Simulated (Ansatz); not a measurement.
```xyz
7

B     1.173    0.501    0.077
Si   -0.632   -0.343   -0.063
Cl   -1.103   -0.990   -1.941
Cl   -1.909    1.174    0.453
Cl   -0.918   -1.909    1.215
H     1.637    1.072   -0.861
H     1.752    0.495    1.119
```

Charge 0, multiplicity 1.

Problem. List the ωB97M-V/def2-TZVPP orbital energies in eV (Ansatz). (Best estimate.)

Solution. Computed: Occupied: -2772.40, -2772.34, -2772.34, -1809.63, -262.80, -262.75, -262.74, -200.27, -200.21, -200.21, -200.15, -200.15, -200.09, -200.09, -200.09, -200.09, -189.04, -150.45, -104.60, -104.59, -104.50, -27.00, -26.00, -25.96, -18.55, -16.63, -14.47, -14.40, -13.61, -13.08, -12.57, -12.52, -11.93, -11.78, -11.48, -10.85. Lowest empty: -1.10, 2.16, 2.39, 2.60, 3.01, 3.30, 3.90, 4.47.
